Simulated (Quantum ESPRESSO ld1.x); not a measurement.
All-electron atom: Lu2+ in [Xe] 4f14 6s1. All-electron calculation, scalar-relativistic Kohn-Sham, PBE, spin-unpolarised, spherical densities, point nucleus. Program: ld1.x of Quantum ESPRESSO 7.5.

Radial electron density D(r) = 4 pi r^2 rho(r):

```
   r/bohr * D(r) (the largest magnitude, 129, reaches the edge; | marks zero)
 0.003732 |                 *
 0.005059 |                        *
 0.006856 |                               *
 0.009217 |                                     *
  0.01249 |                                        *
  0.01693 |                                       *
  0.02294 |                                    *
   0.0311 |                                     *
  0.04181 |                                              *
  0.05666 |                                                      *
  0.07679 |                                                 *
   0.1041 |                                         *
    0.141 |                                              *
   0.1896 |                                              *
    0.257 |                             *
   0.3483 |                        *
    0.472 |                            *
   0.6397 |                  *
    0.867 |        *
    1.166 |     *
     1.58 |  *
    2.141 |*
    2.902 *
    3.933 *
    5.287 *
    7.166 *
```

D(r) has 4 maxima, at r = 0.0131, 0.0594, 0.166, 0.446 bohr, and minima at 0.0253, 0.107, 0.316 bohr, inside which lie 1.91, 11.05, 29.81 electrons.
